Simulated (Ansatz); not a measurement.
`CB(N)[SiH2]Cl` and `CB(N)Cl` differ in one atom or group.

Ansatz, PBE0-D4/def2-TZVP geometries, multiplicity 1. Each molecule was computed in one conformer, which needn't be the lowest.

| property | `CB(N)[SiH2]Cl` |
| --- | --- |
| LUMO energy (B3LYP/def2-TZVPP) / eV | -0.85 |
| HOMO–LUMO gap (B3LYP/def2-TZVPP) / eV | 6.60 |
| LUMO energy (PBE/def2-TZVPP) / eV | -1.58 |
| HOMO–LUMO gap (ωB97M-V/def2-TZVPP) / eV | 11.01 |
| size of the dipole moment (PBE/def2-TZVPP) / D | 3.43 |
| HOMO energy (B3LYP/def2-TZVPP) / eV | -7.45 |

(1) Give the same properties after the change, and the shifts. (Best estimate.)

Answers

(1) The calculation gave: 
```
                                      property  `CB(N)Cl`  shift
           LUMO energy (B3LYP/def2-TZVPP) / eV       0.40   1.25
         HOMO–LUMO gap (B3LYP/def2-TZVPP) / eV       8.36   1.76
             LUMO energy (PBE/def2-TZVPP) / eV      -0.30   1.28
       HOMO–LUMO gap (ωB97M-V/def2-TZVPP) / eV      12.53   1.52
size of the dipole moment (PBE/def2-TZVPP) / D       2.54  -0.89
           HOMO energy (B3LYP/def2-TZVPP) / eV      -7.96  -0.51
```

With PBE0 the HOMO falls by 0.58 eV and the LUMO rises by 1.39 eV, so the gap widens by about 1.97 eV. PBE moves the HOMO by -0.43 eV and ωB97M-V by -0.76 eV. Dipoles are sizes alone; their direction can turn.

B3LYP here is the variant with VWN-RPA as its local correlation; programs differ in this.
